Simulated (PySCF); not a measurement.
SMILES C([OH+][SiH](C)OCC)C (C₅H₁₅O₂Si (cation, charge +1)), singlet, GFN2-xTB optimised geometry.

```
23

C     -1.09     2.60     0.37
C     -0.29     1.46     0.99
O     -0.06     0.46     0.00
Si     0.60    -0.99     0.00
C     -0.30    -2.37     0.91
O      0.18    -1.25    -1.72
C      0.62    -2.31    -2.59
C     -0.44    -2.61    -3.64
H     -1.26     3.36     1.12
H     -0.55     3.04    -0.46
H     -2.05     2.23     0.02
H      0.68     1.82     1.34
H     -0.83     1.01     1.82
H      2.05    -0.99     0.00
H      0.04    -3.36     0.62
H     -1.38    -2.33     0.74
H     -0.15    -2.29     1.99
H     -0.14    -0.48    -2.22
H      1.57    -2.03    -3.05
H      0.78    -3.17    -1.94
H     -0.11    -3.44    -4.25
H     -0.59    -1.75    -4.28
H     -1.38    -2.88    -3.17
```

Density from PBE0/def2-SVP (PySCF) at that geometry.

Minimum of the electron density along straight lines between bonded atoms, close to the bond critical point (lines longer than 1.1 times the sum of covalent radii, or with two minima, are not listed):

```tsv
bond	length / Å	ρ at the minimum / e bohr⁻³	∇²ρ there / e bohr⁻⁵	position (fraction from the first atom)
C1–C2	1.517	0.251	-0.60	0.48
C2–O3	1.424	0.229	(withheld)	0.33
O3–Si4	1.593	0.140	(withheld)	0.59
Si4–C5	1.884	0.120	0.29	0.38
Si4–O6	1.791	(withheld)	0.56	0.41
O6–C7	1.441	0.217	0.04	0.67
C7–C8	1.514	0.251	-0.59	0.53
C1–H9	1.085	0.278	-1.04	0.63
C1–H10	1.087	0.278	-1.03	0.63
C1–H11	1.087	0.278	-1.03	0.63
C2–H12	1.092	0.286	-1.10	0.64
C2–H13	1.092	0.285	-1.10	0.64
Si4–H14	1.453	0.126	0.32	0.49
C5–H15	1.087	0.271	-0.98	0.63
C5–H16	1.091	0.270	-0.98	0.64
C5–H17	1.087	0.271	-1.00	0.64
O6–H18	0.971	0.337	-2.71	0.83
C7–H19	1.093	0.286	-1.13	0.65
C7–H20	1.089	0.288	-1.14	0.65
C8–H21	1.086	0.278	-1.05	0.64
C8–H22	1.088	0.277	-1.02	0.63
C8–H23	1.087	0.279	-1.05	0.64
```

Some entries are withheld; supply them.


- C2–O3, ∇²ρ there / e bohr⁻⁵: -0.07
- O3–Si4, ∇²ρ there / e bohr⁻⁵: 1.22
- Si4–O6, ρ at the minimum / e bohr⁻³: 0.084
